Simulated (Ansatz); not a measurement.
Reaction R1 → P1 + P2, each structure at its B3LYP-D3(BJ)/def2-TZVP stationary point, reached from a drawn start (curvature not checked).
P1: C2H4 (SMILES C=C), charge 0, multiplicity 1.
P2: H atom, charge 0, multiplicity 2.
R1: C2H5 (SMILES [CH2]C), charge 0, multiplicity 2.

P less R. No zero-point or thermal terms; singlets are restricted closed shells; open shells are unrestricted.

Frozen-core correlation throughout.

The values were computed with Ansatz (a first-principles code) with Gaussian orbitals. Each number belongs to the level named beside it.

Task: Give the reaction energy at the level CCSD(T)/cc-pVTZ.

Result: 40.2 kcal/mol

Task: Give the reaction energy at the level CCSD/cc-pVTZ.

Result: 42.0 kcal/mol

Task: What is the computed reaction energy (BHLYP/def2-TZVPP)?

Result: 44.9 kcal/mol
